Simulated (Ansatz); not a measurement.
Reactions of BrGeH3O (`[OH][GeH2][Br]`).

Computed with Ansatz on PBE0-D4/def2-TZVP structures; ΔE is electronic, products minus reactants. CBS: MP2 limit from def2 TZ/QZ plus the TZ coupled-cluster correction, frozen cores. This one scheme is used for every species, atoms too. Functionals use def2-TZVPP. No spin–orbit coupling; open shells (•) take unrestricted orbitals. Spin–orbit coupling would lower the free atoms: a little for O; clearly for Br, Ge. For Br, Ge outer-core shells are correlated without core-valence functions, so the limit isn't a true one: a few kJ/mol of doubt a bond, and 10 to 20 or more in all where bonds break to atoms. Scalar relativity is left out up to krypton. Each species was taken in one conformer, which may not be the lowest.

| reaction | CCSD(T)/CBS(def2) (eV) |
| --- | --- |
| `[OH][GeH2][Br]` + CH₄ → `[CH3][GeH2][Br]` + H₂O | 0.38 |
| `[OH][GeH2][Br]` + `O[SiH3]` → `O[SiH2][GeH2][OH]` + HBr | 0.90 |
| `[OH][GeH2][Br]` + BH₃ → `[BH2][GeH2][Br]` + H₂O | 0.31 |
| `[OH][GeH2][Br]` + `N[SiH](O)O` → `[OH][GeH2][NH][SiH](O)O` + HBr | ? |
| `[OH][GeH2][Br]` → Br• + Ge• + 3 H• + O• | ? |
| `[OH][GeH2][Br]` → `[GeH][Br]` + H₂O | 1.44 |
| `[OH][GeH2][Br]` → H₂ + `[OH][Ge][Br]` | ? |
| `[OH][GeH2][Br]` → `[GeH2][Br]`• + `[OH]`• | 4.72 |
| `[OH][GeH2][Br]` + H₂ → `[GeH3][Br]` + H₂O | 0.11 |
| `[OH][GeH2][Br]` + H–F → `[F][GeH2][Br]` + H₂O | -0.25 |

(1) Fill in the missing values. (Best estimate.)

Largest T1 diagnostic: 0.013, for `[OH][Ge][Br]`.

Answers

(1) Ansatz gave: `[OH][GeH2][Br]` + `N[SiH](O)O` → `[OH][GeH2][NH][SiH](O)O` + HBr: +0.50 eV; `[OH][GeH2][Br]` → Br• + Ge• + 3 H• + O•: +18.43 eV; `[OH][GeH2][Br]` → H₂ + `[OH][Ge][Br]`: +0.49 eV.
